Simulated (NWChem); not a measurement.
# HfH2Cl2; SMILES [Cl][HfH2][Cl]

Results from NWChem. Geometry: optimised at PBE0/def2-SVP. def2 effective core potentials on Hf; no spin-orbit coupling. Vertical excitations in the gas phase; the lowest state need not have the same character in each row.

Q: Order these by “lowest excitation, singlet (eV)”, lowest first: PBE/def2-SVPD, TDA; B3LYP/def2-SVPD, TDA; LDA (Slater exchange, VWN5)/def2-SVPD, TDA.

A: LDA (Slater exchange, VWN5)/def2-SVPD, TDA (3.93), PBE/def2-SVPD, TDA (4.12), B3LYP/def2-SVPD, TDA (4.38)
